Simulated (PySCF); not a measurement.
# Peak assignment

Cartesian coordinates in Å; atom numbers follow the order of the lines, from 1:
```xyz
16

N     1.9143   -1.5857    1.8584
C     1.5849   -0.7732    1.1270
C     1.1120    0.2127    0.1687
F     2.0976    1.1474   -0.0663
C     0.6600   -0.4679   -1.1322
C    -0.7952   -0.8441   -0.8558
C    -1.3388    0.3363   -0.0493
C    -0.1588    0.8598    0.7301
N    -0.0903    1.6760    1.6729
H     1.2819   -1.3252   -1.3865
H     0.7303    0.2691   -1.9346
H    -1.3528   -1.0152   -1.7749
H    -0.8319   -1.7551   -0.2551
H    -2.1631    0.0649    0.6109
H    -1.6868    1.1340   -0.7120
H    -0.9708    2.0752    1.9872
```

[PySCF: NMR shieldings at PBE0/pcSseg-1/GIAO; geometry from GFN2-xTB; single conformer; in vacuum; non-relativistic Hamiltonian]

Scale: 13C (186.93 ppm), 1H (31.72 ppm) against TMS (reference shieldings calculated alike).

(1) Assign these signals to the numbered atoms. 13C{1H} NMR (computed): δ 184.6 (C), 122.4 (C), 90.4 (C), 43.2 (CH2), 37.1 (CH2), 21.6 (CH2).

(2) Assign these signals to the numbered atoms. 1H NMR (300 MHz, computed): δ 11.83 (br s, 1H), 2.80 (m, 1H), 2.49 (m, 1H), 2.38 (m, 1H), 2.32 (m, 1H), 1.94 (m, 1H), 1.87 (m, 1H).

Answers

(1) 
184.6 → C8, carbon bonded to 2 C, N
122.4 → C2, carbon bonded to C, N
90.4 → C3, carbon bonded to 3 C, F
43.2 → C5, carbon bonded to 2 C, 2 H
37.1 → C7, carbon bonded to 2 C, 2 H
21.6 → C6, carbon bonded to 2 C, 2 H

(2) 
11.83 → H16, hydrogen on a nitrogen bonded to C
2.80 → H10, hydrogen on a carbon bonded to 2 C
2.49 → H15, hydrogen on a carbon bonded to 2 C
2.38 → H11, hydrogen on a carbon bonded to 2 C
2.32 → H14, hydrogen on a carbon bonded to 2 C
1.94 → H13, hydrogen on a carbon bonded to 2 C
1.87 → H12, hydrogen on a carbon bonded to 2 C

H15 and H11; H11 and H14; H13 and H12 lie closer than the usual error of such a calculation, so a measured spectrum could show them in the other order.

OH and NH positions are those of a molecule without intermolecular hydrogen bonds; in solution they move with solvent, concentration and temperature, and exchange usually removes their couplings. Splittings by 19F in the carbon and heteronuclear signals aren't shown, as no couplings were computed. Shifts are as computed. Against solution values, carbons near 30 ppm lie about +3 ppm off and those near 130 ppm about +5 ppm. Of 1211 compounds with measured shifts, 218 miss one by over three times the rms of a fit or turn the order of signals round; such compounds aren't used in these exercises. Multiplicities follow the n + 1 count of equivalent neighbours, as no J values were calculated; m marks all less simple cases, F and P coupling included.
